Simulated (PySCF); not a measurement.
HfF₄, SMILES [F][Hf]([F])([F])[F], multiplicity 1. Geometry optimised at B3LYP-D3(BJ)/def2-SVP. The multiplicity is an assumed one; other spin states were not compared. The isomer is the one that the SMILES or the coordinates give; other isomers of the formula were not compared. The def2 effective core potentials stand for the cores of Hf; spin–orbit coupling is left out.

Give the equilibrium geometry at B3LYP-D3(BJ)/def2-SVP (PySCF confirms it by a frequency run) as a Z-matrix, and its point group. (An estimate is asked for; the answer gives what the named calculation found.)

point group Td.
```
Hf
F 1 1.9114
F 1 1.9114 2 109.47
F 1 1.9114 2 109.47 3 -120.00
F 1 1.9114 2 109.47 3 120.00
```
Charge 0, spin multiplicity 1.
